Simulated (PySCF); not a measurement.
CH3BrSSe.

```xyz
7

Se     0.0772    -0.6582     0.7227
Br    -1.1970     1.2786     0.1336
S      1.7998    -0.6171    -0.5706
C      1.1964    -1.3441    -2.1299
H      0.8127    -2.3605    -1.9685
H      2.0649    -1.3751    -2.8059
H      0.4184    -0.7009    -2.5649
```
Charge 0, spin multiplicity 1.

Geometry: r2SCAN-D4/def2-SVP. This is a generated structure with no PubChem entry under its InChIKey; it may be hypothetical. One conformer was computed; it need not be the lowest.

The numbers are results of PySCF with PBE/pcSseg-1, not measurements. Non-relativistic, no solvent.

Computed absolute GIAO shielding of each atom: isotropic value and principal components (ppm):
| atom | σ(iso) | σ11 | σ22 | σ33 | span |
|---|---|---|---|---|---|
| Se1 | 151.4 | -586.1 | -37.4 | 1077.5 | 1663.5 |
| Br2 | 1935.5 | 650.9 | 2224.4 | 2931.2 | 2280.3 |
| S3 | 308.0 | 151.4 | 281.4 | 491.1 | 339.7 |
| C4 | 149.1 | 122.8 | 144.0 | 180.4 | 57.7 |
| H5 | 28.7 | 24.7 | 26.5 | 34.8 | 10.1 |
| H6 | 28.8 | 23.8 | 25.7 | 36.9 | 13.1 |
| H7 | 28.4 | 23.4 | 28.3 | 33.4 | 10.0 |
